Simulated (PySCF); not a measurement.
## Cobalt: a sound run and one with changed settings

Sound run: Co⁺ [Ar] 3d8, Co²⁺ [Ar] 3d7. All numbers are calculated (PySCF 2.14, the spin-free X2C one-electron Hamiltonian (Gaussian nucleus), in Sapporo-DKH3-DZP-2012 (6s4p3d1f, 40 functions)). In the sound run the correlated levels freeze [Ar]. The sound run starts from symmetry-adapted Hartree-Fock orbitals and uses a fine grid where one is needed.

Changed run: initial guess minao, at most 50 SCF cycles, level shift 2.0 hartree.

```json
{"species": "Co⁺", "method": "UHF", "sound run (hartree)": "-1391.54444", "changed run (hartree)": "-1391.54444", "converged": "yes"}
{"species": "Co⁺", "method": "r2SCAN", "sound run (hartree)": "-1392.89564", "changed run (hartree)": "-1392.89564", "converged": "yes"}
{"species": "Co⁺", "method": "M06-L", "sound run (hartree)": "-1392.86079", "changed run (hartree)": "-1392.86079", "converged": "yes"}
{"species": "Co⁺", "method": "MP2", "sound run (hartree)": "-1391.77759", "changed run (hartree)": "-1391.67609", "converged": "yes"}
{"species": "Co²⁺", "method": "UHF", "sound run (hartree)": "-1391.01919", "changed run (hartree)": "-1391.01919", "converged": "yes"}
{"species": "Co²⁺", "method": "r2SCAN", "sound run (hartree)": "-1392.25311", "changed run (hartree)": "-1392.25305", "converged": "no"}
{"species": "Co²⁺", "method": "M06-L", "sound run (hartree)": "-1392.22369", "changed run (hartree)": "-1392.22353", "converged": "no"}
{"species": "Co²⁺", "method": "MP2", "sound run (hartree)": "-1391.15961", "changed run (hartree)": "-1391.10440", "converged": "yes"}
```

Ionisation energy of Co⁺:

```tsv
method	sound run (eV)	changed run (eV)
UHF	14.293	14.293
MP2	16.816	15.556
SCS-MP2	16.658	15.493
```

A level shift leaves the converged SCF energy unchanged but raises the virtual orbital energies, which shrinks MP2 if it is not removed.

For comparison, NIST gives 17.084 eV between the lowest levels.
